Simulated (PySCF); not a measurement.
PySCF input for H₆NSi₂, SMILES [SiH3][N][SiH3], multiplicity 2, PBE-D3(BJ)/def2-SVP. The structure is a stationary point at PBE-D3(BJ)/def2-SVP. The isomer is the one that the SMILES or the coordinates give; other isomers of the formula were not compared.

```python
import numpy as np
from pyscf import gto, scf, dft, df
from pyscf.hessian import thermo

mol = gto.M(
    atom='''
    Si    0.00143529   -0.08782945    1.62164368
    N     0.00775462    0.53768019   -0.00000000
    Si    0.00143529   -0.08782945   -1.62164367
    H    -1.29988541    0.35746071    2.24691517
    H     1.12819700    0.57533951    2.37428957
    H     0.12445314   -1.58506865    1.78112667
    H     0.12445314   -1.58506865   -1.78112668
    H    -1.29988541    0.35746072   -2.24691517
    H     1.12819700    0.57533952   -2.37428957
    ''',
    basis='def2-SVP',
    charge=0,
    spin=1,
    max_memory=1600,
    verbose=3,
)
mf = dft.UKS(mol, xc='pbe').density_fit(auxbasis='def2-universal-jkfit')
mf.disp = 'd3bj'
mf.grids.level = 3
mf.conv_tol = 1e-11
mf.max_cycle = 100
mf.kernel()
fine, coarse = mf.grids, dft.Grids(mol).set(level=1).build(with_non0tab=True)
for _ in range(3):  # follow internal instabilities
    mf.grids = coarse
    mo, _, stable, _ = mf.stability(return_status=True, nroots=4)
    mf.grids = fine
    if stable:
        break
    mf.kernel(mf.make_rdm1(mo, mf.mo_occ))

# [left out here: the lines that compute and print the analytic Hessian (its translational invariance restored by hand, since the grid's response is missing), thermochemistry and intensities]
```

Output:

```

WARN: HOMO -0.278152857966409 >= LUMO -0.278152857966408

converged SCF energy = -636.688036060076  <S^2> = 0.7534533  2S+1 = 2.0034503
<class 'pyscf.df.df_jk.DFUKS'> wavefunction is stable in the internal stability analysis

WARN: DFTD3 does not support analytical Hessian, using finite difference


WARN: Mole.unit (angstrom) is changed to Bohr

Mode                                 0                   1                   2
Irrep
Freq [cm^-1]                       16.6082             44.4490            109.7171
Reduced mass [au]                   1.6461              1.0257              3.5877
Force const [Dyne/A]                0.0003              0.0012              0.0254
Char temp [K]                      23.8955             63.9523            157.8585
Normal mode                   x     y     z       x     y     z       x     y     z
       0  Si                 0.03  0.00  0.00    0.02  0.00  0.00   -0.00  0.03  0.07
       1   N                -0.16 -0.01 -0.00   -0.00 -0.00  0.00    0.01 -0.18  0.00
       2  Si                 0.03  0.00 -0.00   -0.02 -0.00  0.00   -0.00  0.03 -0.07
       3   H                 0.21  0.15  0.27   -0.19 -0.34 -0.18   -0.01  0.11 -0.01
       4   H                 0.26 -0.11 -0.24   -0.26  0.28  0.16   -0.01  0.14 -0.01
       5   H                -0.09 -0.01 -0.00    0.36  0.03  0.00    0.00  0.06  0.29
       6   H                -0.09 -0.01  0.00   -0.36 -0.03  0.00    0.00  0.06 -0.29
       7   H                 0.21  0.15 -0.27    0.19  0.34 -0.18   -0.01  0.11  0.01
       8   H                 0.26 -0.11  0.24    0.26 -0.28  0.16   -0.01  0.14  0.01
Mode                                 3                   4                   5
Irrep
Freq [cm^-1]                      520.8779            553.0297            629.1105
Reduced mass [au]                   4.6162              1.1182              1.1278
Force const [Dyne/A]                0.7379              0.2015              0.2630
Char temp [K]                     749.4273            795.6867            905.1499
Normal mode                   x     y     z       x     y     z       x     y     z
       0  Si                -0.00 -0.02  0.11   -0.04  0.00  0.00   -0.00 -0.04 -0.01
       1   N                 0.00  0.10 -0.00   -0.00 -0.00 -0.01   -0.00  0.00  0.01
       2  Si                -0.00 -0.02 -0.11    0.04 -0.00  0.00    0.00  0.04 -0.01
       3   H                -0.00 -0.12  0.16    0.11 -0.19  0.42    0.00  0.18 -0.15
       4   H                 0.01 -0.12  0.17    0.12  0.14 -0.34    0.00  0.24 -0.25
       5   H                 0.01 -0.04 -0.08    0.26  0.02 -0.06    0.02  0.02  0.51
       6   H                 0.01 -0.04  0.08   -0.26 -0.02 -0.06   -0.02 -0.02  0.51
       7   H                -0.00 -0.12 -0.16   -0.11  0.19  0.42   -0.00 -0.18 -0.15
       8   H                 0.01 -0.12 -0.17   -0.12 -0.14 -0.34   -0.00 -0.24 -0.25
Mode                                 6                   7                   8
Irrep
Freq [cm^-1]                      665.2647            683.6868            831.6386
Reduced mass [au]                   1.4557              1.4578              1.0865
Force const [Dyne/A]                0.3796              0.4015              0.4427
Char temp [K]                     957.1678            983.6730           1196.5427
Normal mode                   x     y     z       x     y     z       x     y     z
       0  Si                 0.04  0.01  0.00   -0.01  0.04 -0.01   -0.00  0.01  0.03
       1   N                -0.12 -0.03  0.00    0.03 -0.12  0.00    0.00 -0.00 -0.02
       2  Si                 0.04  0.01 -0.00   -0.01  0.04  0.01    0.00 -0.01  0.03
       3   H                -0.09  0.09 -0.30    0.03 -0.18  0.24   -0.25 -0.21 -0.35
       4   H                -0.10 -0.17  0.36    0.02 -0.14  0.10    0.32 -0.16 -0.32
       5   H                -0.21 -0.02 -0.10    0.06 -0.00 -0.46    0.00 -0.01 -0.07
       6   H                -0.21 -0.02  0.10    0.06 -0.00  0.46   -0.00  0.01 -0.07
       7   H                -0.09  0.09  0.30    0.03 -0.18 -0.24    0.25  0.21 -0.35
       8   H                -0.10 -0.17 -0.36    0.02 -0.14 -0.10   -0.32  0.16 -0.32
Mode                                 9                  10                  11
Irrep
Freq [cm^-1]                      838.0020            897.2255            905.4437
Reduced mass [au]                   1.0484              1.0531              1.0379
Force const [Dyne/A]                0.4338              0.4995              0.5013
Char temp [K]                    1205.6983           1290.9078           1302.7318
Normal mode                   x     y     z       x     y     z       x     y     z
       0  Si                -0.00  0.02  0.02    0.02  0.01 -0.02   -0.02 -0.01  0.01
       1   N                -0.00 -0.01 -0.00    0.00  0.00  0.00   -0.01 -0.00  0.00
       2  Si                -0.00  0.02 -0.02   -0.02 -0.01 -0.02   -0.02 -0.01 -0.01
       3   H                -0.25 -0.24 -0.34   -0.06 -0.44  0.18    0.05  0.37 -0.15
       4   H                 0.33 -0.19 -0.31   -0.03  0.04  0.01    0.08 -0.21  0.06
       5   H                -0.00  0.00 -0.05   -0.44 -0.01  0.23    0.51  0.03 -0.07
       6   H                -0.00  0.00  0.05    0.44  0.01  0.23    0.51  0.03  0.07
       7   H                -0.25 -0.24  0.34    0.06  0.44  0.18    0.05  0.37  0.15
       8   H                 0.33 -0.19  0.31    0.03 -0.04  0.01    0.08 -0.21 -0.06
Mode                                12                  13                  14
Irrep
Freq [cm^-1]                      912.6763            944.0529           1019.1519
Reduced mass [au]                   1.0644              1.0869              9.1130
Force const [Dyne/A]                0.5224              0.5707              5.5769
Char temp [K]                    1313.1380           1358.2819           1466.3327
Normal mode                   x     y     z       x     y     z       x     y     z
       0  Si                -0.01  0.02 -0.02   -0.01  0.02 -0.03    0.00 -0.02  0.05
       1   N                -0.00  0.00  0.00   -0.00 -0.00  0.00    0.00 -0.00 -0.24
       2  Si                 0.01 -0.02 -0.02   -0.01  0.02  0.03   -0.00  0.02  0.05
       3   H                -0.00 -0.09  0.06   -0.00 -0.24  0.16    0.04 -0.00  0.07
       4   H                 0.12 -0.43  0.20    0.07 -0.37  0.21   -0.05 -0.01  0.09
       5   H                 0.29  0.07  0.36    0.09  0.07  0.42   -0.01 -0.01  0.08
       6   H                -0.29 -0.07  0.36    0.09  0.07 -0.42    0.01  0.01  0.08
       7   H                 0.00  0.09  0.06   -0.00 -0.24 -0.16   -0.04  0.00  0.07
       8   H                -0.12  0.43  0.20    0.07 -0.37 -0.21    0.05  0.01  0.09
Mode                                15                  16                  17
Irrep
Freq [cm^-1]                     2119.6882           2121.1683           2122.2533
Reduced mass [au]                   1.0293              1.0421              1.0474
Force const [Dyne/A]                2.7249              2.7626              2.7796
Char temp [K]                    3049.7594           3051.8889           3053.4500
Normal mode                   x     y     z       x     y     z       x     y     z
       0  Si                -0.02 -0.01  0.01    0.02 -0.00 -0.01   -0.02  0.02  0.00
       1   N                 0.00  0.00  0.01    0.00  0.00 -0.00    0.00  0.00  0.00
       2  Si                 0.02  0.01  0.01    0.02 -0.00  0.01    0.02 -0.02  0.00
       3   H                 0.50 -0.18 -0.24   -0.58  0.20  0.28    0.31 -0.10 -0.15
       4   H                 0.01  0.01  0.02   -0.09 -0.07 -0.08    0.09  0.07  0.07
       5   H                -0.04  0.37 -0.03    0.02 -0.04  0.00    0.04 -0.57  0.06
       6   H                 0.04 -0.37 -0.03    0.02 -0.05 -0.00   -0.04  0.57  0.06
       7   H                -0.50  0.18 -0.24   -0.58  0.20 -0.28   -0.31  0.10 -0.15
       8   H                -0.01 -0.01  0.02   -0.09 -0.07  0.07   -0.09 -0.07  0.07
Mode                                18                  19                  20
Irrep
Freq [cm^-1]                     2132.2103           2134.0681           2135.6236
Reduced mass [au]                   1.0370              1.0393              1.0403
Force const [Dyne/A]                2.7778              2.7888              2.7955
Char temp [K]                    3067.7759           3070.4489           3072.6869
Normal mode                   x     y     z       x     y     z       x     y     z
       0  Si                 0.01 -0.02  0.01   -0.01 -0.01 -0.01    0.01  0.02  0.01
       1   N                 0.00 -0.00 -0.00   -0.00  0.00 -0.01   -0.00 -0.00  0.00
       2  Si                 0.01 -0.02 -0.01    0.01  0.02 -0.01    0.01  0.02 -0.01
       3   H                -0.01 -0.00  0.00   -0.09  0.02  0.03    0.14 -0.03 -0.05
       4   H                -0.11 -0.07 -0.08    0.51  0.30  0.34   -0.50 -0.29 -0.33
       5   H                -0.05  0.67 -0.07   -0.02  0.09 -0.02    0.02 -0.14  0.02
       6   H                -0.05  0.67  0.07    0.02 -0.09 -0.02    0.02 -0.14 -0.02
       7   H                -0.01 -0.00 -0.00    0.09 -0.02  0.03    0.14 -0.03  0.05
       8   H                -0.11 -0.07  0.08   -0.51 -0.30  0.34   -0.50 -0.29  0.33
temperature 298.1500 [K]
pressure 101325.00 [Pa]
Rotational constants [GHz] 30.71155 2.78209 2.71561
Symmetry number 1
Zero-point energy (ZPE) 0.05089 [Eh]   133598.630 [J/mol]
                           tot       elec      trans        rot        vib
Entropy [J/mol/K]       349.614      5.763    162.794    103.518     77.538
Cv [J/mol/K]             85.550      0.000     12.472     12.472     60.607
Cp [J/mol/K]             93.864      0.000     20.786     12.472     60.607
Internal energy [J/mol]                      3718.434   3718.434 143146.453
Internal energy [Eh]   -636.63068  -636.68804
Enthalpy [J/mol]                             6197.391   3718.434 143146.453
Enthalpy [Eh]          -636.62974
Gibbs free energy [J/mol]                  -42339.716 -27145.559 120028.509
Gibbs free energy [Eh] -636.66944
mode   freq/cm-1   IR/(km/mol)
   1       16.61         2.015
   2       44.45         0.011
   3      109.72         1.928
   4      520.88         0.106
   5      553.03         0.381
   6      629.11         2.751
   7      665.26        78.554
   8      683.69        73.636
   9      831.64       104.363
  10      838.00        38.469
  11      897.23       101.803
  12      905.44        69.146
  13      912.68       234.912
  14      944.05        60.540
  15     1019.15        44.444
  16     2119.69        27.856
  17     2121.17        91.844
  18     2122.25        22.412
  19     2132.21       187.988
  20     2134.07        14.606
  21     2135.62       104.187
max |gradient| / (hartree/bohr): 3.2586496053306595e-05
APT charges: [ 1.0063 -0.6997  1.0063 -0.1928 -0.1979 -0.2657 -0.2657 -0.1928 -0.1979]
```

Self-consistency was reached.
